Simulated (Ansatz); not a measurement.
The same substitution along the group C, Si, Ge.

Calculated with Ansatz (gas phase, PBE0-D4/def2-TZVP geometries, no zero-point term in ΔE). CCSD(T)/CBS is the MP2 limit (def2-TZVPP, def2-QZVPP) plus CCSD(T) − MP2 in def2-TZVPP, frozen cores. This one scheme is used for every species. Functionals use def2-TZVPP. For Ge outer-core shells are correlated without core-valence functions, which leaves a few kJ/mol of doubt a bond. Scalar relativity is left out up to krypton. One conformer a species, not always the lowest.

```json
{"reaction": "`F[CH2][AlH2]` + NH₃ → `NCF` + `[AlH3]`", "B97M-V (kJ/mol)": "-1", "revPBE-D4 (kJ/mol)": "4", "MP2/CBS(def2) (kJ/mol)": "10", "CCSD(T)/CBS(def2) (kJ/mol)": "9"}
{"reaction": "`F[SiH2][AlH2]` + NH₃ → `N[SiH2]F` + `[AlH3]`", "B97M-V (kJ/mol)": "-87", "revPBE-D4 (kJ/mol)": "-63", "MP2/CBS(def2) (kJ/mol)": "-90", "CCSD(T)/CBS(def2) (kJ/mol)": "-80"}
{"reaction": "`[F][GeH2][AlH2]` + NH₃ → `[NH2][GeH2][F]` + `[AlH3]`", "B97M-V (kJ/mol)": "-7", "revPBE-D4 (kJ/mol)": "11", "MP2/CBS(def2) (kJ/mol)": "-6", "CCSD(T)/CBS(def2) (kJ/mol)": "0"}
```

Largest T1 diagnostic: 0.012, for `[F][GeH2][AlH2]`.
